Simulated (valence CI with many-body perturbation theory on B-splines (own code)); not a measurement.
E1 transitions of I39+

Method: relativistic CI+MBPT: four valence electrons over a frozen Dirac-Fock core [Ne], radial functions for each j: 11 s, 11 p, 9 d, 7 f, 5 g, 2 h, 1 i, with the one-electron correlation potential Σ1, the two-electron term Σ2, the three-electron term Σ3, Breit, model QED; selected CI, second order for the rest (own B-spline code, finite nucleus).

No measured spectrum was set against this ion. As an estimate, large intervals hold to a few tenths of a per cent, small ones and those within an open d or f shell to about a per cent.

Lines 201 to 226 of 226 in falling wavelength, among levels below 33.232 Ry, chosen from the strongest by gf and those to the six lowest levels. Wavelengths and rates use the calculated energies. Electric multipoles are in the length gauge, E1 and E2 with the static RPA response of the core. Weak lines are less certain than strong ones. Lines between different terms over intervals too small for the method are left out, as are lines whose strength nearly cancels. The highest levels of a list are the least certain.

Levels are named by their leading jj configuration (3d3/2^4 stands for four electrons in 3d with j = 3/2), which in mixed levels can hold well under half, so a name can repeat and another be missing. Letters in brackets count levels of one name in rising energy.

| λ vac (nm) | Upper | Lower | A (s⁻¹) | log gf | Branch % |
| --- | --- | --- | --- | --- | --- |
| 5.179 | (3s 3p1/2 3p3/2 3d5/2) J=3 [a] | (3s 3p1/2^2 3p3/2) J=2 | 4.30e+10 | -0.92 | 40.3 |
| 5.125 | (3s 3p1/2 3p3/2 3d3/2) J=1 [c] | (3s 3p1/2^2 3p3/2) J=2 | 6.74e+08 | -3.10 | 0.2 |
| 5.028 | (3s 3p1/2 3p3/2 3d5/2) J=2 [b] | (3s 3p1/2^2 3p3/2) J=2 | 3.41e+10 | -1.19 | 17.3 |
| 4.960 | (3s 3p1/2 3p3/2 3d5/2) J=3 [b] | (3s 3p1/2^2 3p3/2) J=2 | 8.57e+10 | -0.66 | 34.4 |
| 4.935 | (3s 3p1/2 3p3/2 3d5/2) J=0 | (3s 3p1/2^2 3p3/2) J=1 | 1.44e+11 | -1.28 | 40.1 |
| 4.912 | (3s 3p1/2 3p3/2 3d3/2) J=1 [d] | (3s 3p1/2^2 3p3/2) J=2 | 2.37e+06 | -5.59 | 0.0 |
| 4.871 | (3s^2 3p3/2 3d5/2) J=3 | (3s^2 3p1/2 3p3/2) J=2 | 1.44e+10 | -1.44 | 5.9 |
| 4.827 | (3s 3p1/2 3p3/2 3d5/2) J=3 [c] | (3s 3p1/2^2 3p3/2) J=2 | 3.86e+09 | -2.02 | 1.8 |
| 4.823 | (3s^2 3p3/2 3d5/2) J=1 | (3s^2 3p1/2 3p3/2) J=2 | 1.03e+10 | -1.97 | 6.0 |
| 4.800 | (3s 3p1/2 3p3/2 3d3/2) J=2 [e] | (3s 3p1/2^2 3p3/2) J=2 | 1.03e+10 | -1.75 | 1.9 |
| 4.789 | (3s 3p1/2 3p3/2 3d5/2) J=1 [b] | (3s 3p1/2^2 3p3/2) J=2 | 5.37e+09 | -2.26 | 4.1 |
| 4.779 | (3s 3p1/2 3p3/2^2) J=1 [a] | (3s^2 3p1/2^2) J=0 | 1.62e+10 | -1.78 | 12.5 |
| 4.709 | (3s^2 3p3/2 3d5/2) J=1 | (3s^2 3p1/2 3p3/2) J=1 | 1.03e+09 | -2.99 | 0.6 |
| 4.684 | (3s 3p3/2^3) J=2 | (3s^2 3p1/2 3p3/2) J=2 | 1.46e+09 | -2.62 | 0.4 |
| 4.641 | (3s 3p1/2 3p3/2 3d5/2) J=1 [c] | (3s 3p1/2^2 3p3/2) J=2 | 1.22e+09 | -2.93 | 0.6 |
| 4.617 | (3s 3p1/2 3p3/2 3d5/2) J=3 [d] | (3s 3p1/2^2 3p3/2) J=2 | 1.03e+10 | -1.64 | 3.3 |
| 4.616 | (3s 3p1/2 3p3/2 3d5/2) J=2 [c] | (3s 3p1/2^2 3p3/2) J=2 | 8.04e+08 | -2.89 | 0.3 |
| 4.593 | (3s 3p1/2 3p3/2^2) J=1 [b] | (3s^2 3p1/2^2) J=0 | 1.45e+06 | -5.86 | 0.0 |
| 4.576 | (3s 3p3/2^3) J=2 | (3s^2 3p1/2 3p3/2) J=1 | 1.18e+09 | -2.73 | 0.3 |
| 4.516 | (3s 3p1/2 3p3/2 3d5/2) J=2 [d] | (3s 3p1/2^2 3p3/2) J=2 | 1.60e+10 | -1.61 | 3.6 |
| 4.406 | (3s 3p3/2^3) J=1 | (3s^2 3p1/2 3p3/2) J=2 | 3.80e+08 | -3.48 | 0.1 |
| 4.382 | (3p1/2 3p3/2^3) J=2 | (3s 3p1/2^2 3p3/2) J=2 | 1.67e+09 | -2.62 | 0.5 |
| 4.311 | (3s 3p3/2^3) J=1 | (3s^2 3p1/2 3p3/2) J=1 | 4.87e+07 | -4.39 | 0.0 |
| 4.085 | (3s^2 3p3/2 3d3/2) J=1 | (3s^2 3p1/2^2) J=0 | 1.47e+08 | -3.96 | 0.0 |
| 3.751 | (3s^2 3p3/2 3d5/2) J=1 | (3s^2 3p1/2^2) J=0 | 1.42e+09 | -3.05 | 0.8 |
| 3.494 | (3s 3p3/2^3) J=1 | (3s^2 3p1/2^2) J=0 | 2.94e+08 | -3.79 | 0.1 |
